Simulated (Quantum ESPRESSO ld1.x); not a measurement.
Results of a calculation; reference values are marked as such.
All-electron atom: Ti2+ in [Ne] 3s1 3p6 3d2 4f1 (not the ground configuration).

Level of theory: non-relativistic Kohn-Sham, LDA (Slater exchange, VWN5 correlation), spin-polarised, spherical densities, point nucleus; open shells are filled with parallel spins first (ld1.x of Quantum ESPRESSO 7.5).

Energy parts (eV):
| part | energy |
|---|---|
| total | -22958.66 |
| kinetic | 22927.40 |
| electron-nucleus | -53883.76 |
| Hartree | 9058.18 |
| exchange-correlation | -1060.48 |

Orbitals (lengths in bohr, moments of r in powers of bohr; <r^-3> diverges for s and p1/2):
| orbital | occ. | eigenvalue (eV) | <r^4> | <r^-3> | <r> | <r^2> |
|---|---|---|---|---|---|---|
| 1s up | 1 | -4857.13 | 0.0001125 | - | 0.07030 | 0.006632 |
| 1s down | 1 | -4856.61 | 0.0001125 | - | 0.07031 | 0.006632 |
| 2s up | 1 | -561.288 | 0.02862 | - | 0.3285 | 0.1276 |
| 2s down | 1 | -559.922 | 0.02841 | - | 0.3281 | 0.1272 |
| 2p up | 3 | -475.025 | 0.02253 | 257.7 | 0.2913 | 0.1046 |
| 2p down | 3 | -473.862 | 0.02231 | 258.3 | 0.2908 | 0.1042 |
| 3s up | 1 | -91.5069 | 2.058 | - | 0.9947 | 1.138 |
| 3s down | 0 | -87.8118 | 2.124 | - | 1.001 | 1.152 |
| 3p up | 3 | -68.3378 | 2.803 | 32.07 | 1.049 | 1.288 |
| 3p down | 3 | -64.7905 | 2.946 | 31.46 | 1.059 | 1.315 |
| 3d up | 2 | -32.3029 | 7.163 | 2.755 | 1.224 | 1.849 |
| 3d down | 0 | -29.1339 | 8.421 | 2.644 | 1.263 | 1.984 |
| 4f up | 1 | -6.4463 | 1853 | 0.01429 | 5.616 | 35.29 |
| 4f down | 0 | -5.7435 | 2451 | 0.01187 | 5.999 | 40.38 |

The highest occupied level is 4f up at -6.446 eV. The configuration is held as typed, so some empty levels lie below it. Summed over all electrons, <r^2> = 48.82 bohr^2, which gives a Langevin (diamagnetic) susceptibility term of -38.7 x 10^-6 cm^3/mol. The density falls to 0.001 e/bohr^3 at r = 3.61 bohr. Spin moment in Bohr magnetons: 4.
